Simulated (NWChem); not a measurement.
A calculation on H₆Ga₂

```xyz
8

Ga     1.3076     0.0000     0.0000
Ga    -1.3076     0.0000     0.0000
H      0.0000     1.1871     0.0098
H      1.9664     0.0000     1.4190
H      1.9454     0.0000    -1.4287
H      0.0000    -1.1871     0.0098
H     -1.9664     0.0000     1.4190
H     -1.9454     0.0000    -1.4287
```
Charge 0, spin multiplicity 1.

The numbers come from NWChem runs, not from measurements. Structure: optimised with PBE/def2-SVP, a minimum by its harmonic frequencies.

Symmetry labels belong to the abelian group C2v used in the runs, with the axes of the coordinates shown.

The Hamiltonian is non-relativistic. The correlated methods keep 18 core orbitals frozen. The structure started from a generated list of species.

Question: List the 4 singlet excitations that EOM-CCSD/def2-SVP, 18 core orbitals frozen gives, with oscillator strengths.

Answer: 
```json
[
 {"state": "1", "symmetry": "b2", "energy (eV)": "6.87", "wavelength (nm)": "180", "f": "0.000"},
 {"state": "2", "symmetry": "a2", "energy (eV)": "7.14", "wavelength (nm)": "174", "f": "0.000"},
 {"state": "3", "symmetry": "b1", "energy (eV)": "7.85", "wavelength (nm)": "158", "f": "0.215"},
 {"state": "4", "symmetry": "a1", "energy (eV)": "8.91", "wavelength (nm)": "139", "f": "0.010"}
]
```
These are the lowest roots of each symmetry, so higher states are missing between them.
